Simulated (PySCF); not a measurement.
# Bond length, frequency and bond energy of NaHg⁺ by level of theory

State: ¹Σ⁺ (singlet), closed shell. Set-up: PySCF, scalar-relativistic core potentials, basis sets Na def2-SVP, Hg def2-SVP with ECP60. De refers to Na⁺ + Hg in their ground configurations, without counterpoise correction. A positive dipole points towards Hg; it is taken about the centre of mass and depends on that origin.

```csv
Level,Re (Å),ωe (cm⁻¹),De (eV),μ (D),"CPU s a point (SCF and correlation, without the integrals)"
RHF-MP2,3.126,108,0.297,n/a,0.09
RHF-SCS-MP2,3.137,107,0.296,n/a,n/a
RHF-CCSD,3.149,108,0.318,n/a,n/a
RHF-CCSD(T),3.148,108,0.319,n/a,3.2
PBE,3.075,112,0.354,-10.67,0.45
r²SCAN,3.076,111,0.340,-10.77,0.67
B3LYP,3.084,111,0.343,-10.68,0.53
PBE0,3.083,111,0.343,-10.68,0.85
B97-3,3.147,100.0,0.310,-11.03,0.39
M06-2X,3.096,102,0.321,-10.77,0.75
```

Task: Which functional lies closest to RHF-CCSD(T) in De, which farthest, and by how much do they differ from it?

Result: Closest is M06-2X (-5.2 pm in Re, -5.6 % in ωe, +0.00 eV in De against RHF-CCSD(T) in the same basis), farthest PBE (-7.3 pm in Re, +3.7 % in ωe, +0.03 eV in De). CCSD(T) converges more slowly with the basis than the functionals do and binds too weakly in this one, so the order can change at the basis-set limit.

Task: What does a quarter of exact exchange do here, going from PBE to PBE0?

Result: PBE0 less PBE: +0.8 pm in Re, -0.9 % in ωe, -0.01 eV in De. Exact exchange removes part of the self-interaction that spreads semilocal densities, and in most molecules shortens and stiffens the bond and lowers De; here Re goes the other way.

Task: What does the step from GGA to meta-GGA do here, going from PBE to r²SCAN?

Result: r²SCAN less PBE: +0.1 pm in Re, -0.9 % in ωe, -0.01 eV in De. 

Correlated steps freeze 1 core orbital. Closed-shell solutions of metal pairs were not tested for spin polarisation, which can lower them a little. The bond is weak. Basis-set superposition, not corrected here, can be much of De in a small basis, most of all at correlated wavefunction levels. Spin–orbit coupling is left out. For an ion De counts to the pair picked by the measured ionisation energies or electron affinities, which need not be the lowest pair at this level.

The whole job (state search and all levels along the bond) took about 1.4 min on 1 thread of Arm Neoverse V1 (shared host), peak memory 0.52 GiB.
